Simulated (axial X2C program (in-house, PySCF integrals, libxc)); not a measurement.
**Which molecule has these constants?**

Computed with an in-house relativistic program for diatomic molecules, spin-free (one-electron X2C) or two-component (2c: spin–orbit coupling with atomic mean-field Coulomb and Gaunt terms, which also bring small scalar terms), in Dyall basis sets with cores contracted in-house; open shells are unrestricted.

A two-component PBE0 calculation in a Dyall 3-zeta basis gave Re = 3.260 Å, ωe = 113.5 cm⁻¹, dipole magnitude 2.70 D, Ω = 1/2.

**Question.** Which molecule is it?
A. SrGa
B. GaI
C. RbGa
D. GaMo
E. GaSn

**Answer.** A. The others have GaSn 2.662 Å and 180.0 cm⁻¹ (Ω = 3/2); GaI 2.593 Å and 212.4 cm⁻¹ (Ω = 0); GaMo 2.744 Å and 155.5 cm⁻¹ (Ω = 5/2); RbGa 3.457 Å and 90.5 cm⁻¹ (Ω = 2).

Each entry is the lowest single determinant of a limited PBE0 search at one distance. De goes to single-determinant-based atoms at the same level (for ions the charge split of lowest energy) and is withheld (n/a) where an atom does not fit its ground term or J level. Main or longest-lived isotopes. One determinant is a doubtful description, or other states lie close, for SrGa, GaSn, GaMo, RbGa; these need not be ground states, and all values refer to the states named. Some open-shell Ω = 0 determinants are out of reach, so the Ω given for RbGa need not be the lowest component. With several unpaired electrons the Ω given is that of one determinant, not necessarily of the lowest component. The functionals have no current term, which raises determinants with orbital currents. Where the atoms have a lower orbital projection than the molecule, De at mean-field level may be about a tenth of an eV too small.
